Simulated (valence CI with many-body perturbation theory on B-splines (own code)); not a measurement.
Values are calculated unless marked as measured or tabulated.
# Pd VII in three bases

Level of theory: valence CI with perturbative core correlation (CI+MBPT): four valence electrons over a frozen Dirac-Fock core [Kr], radial functions for each j: 7 s, 7 p, 8 d, 6 f, 4 g, 1 h, with the one-electron correlation potential Σ1 (screened to all orders), the two-electron term Σ2, the three-electron term Σ3, Breit, model QED; selected single and double excitations, second order for the rest, scaled by the run's own slope (own B-spline code, finite nucleus).

No measured spectrum was set against this ion. As an estimate, terms of the open shell hold to 2 to 4 % of their energy, and close levels can change places; different configurations can be misplaced against each other by 1,000 to 8,000 cm⁻¹. Only levels of the ground parity were solved; by the run's estimate the other parity begins above the list, which can be wrong where configurations are misplaced.

The reference run has the lowest level 4d4 5D_0 and an ionisation energy of 101.751 eV. Its largest variational space holds 19998 state functions.

Names give the largest LS component (configuration and term), which can be under half, so a name can repeat, a term be missing and a line seem to break the LS rules; names also repeat where a configuration has a term twice. Letters in brackets count levels of one name in rising energy.

Changed runs:
A. basis 6 s, 6 p, 5 d, 5 f, 1 g
B. basis 5 s, 5 p, 4 d, 4 f

Excitation energies of the reference run in cm⁻¹, and shifts in cm⁻¹:

| Level | Reference | A | B |
| --- | --- | --- | --- |
| 4d4 5D_1 | 965 | -12 | -25 |
| 4d4 5D_2 | 2422 | -20 | -41 |
| 4d4 5D_3 | 4112 | -22 | -39 |
| 4d4 5D_4 | 5923 | -17 | -23 |
| 4d4 3P_0 [a] | 20305 | +329 | +902 |
| 4d4 3H_4 | 20842 | +225 | +992 |
| 4d4 3H_5 | 23002 | +203 | +984 |
| 4d4 3P_1 [a] | 24437 | +312 | +947 |
| 4d4 3H_6 | 24537 | +207 | +1005 |
| 4d4 3G_3 | 24569 | +250 | +1017 |
| 4d4 3F_2 [a] | 25564 | +281 | +997 |
| 4d4 3F_4 [a] | 26355 | +241 | +982 |
| Ionisation energy (eV) | 101.751 | -0.044 | -0.088 |
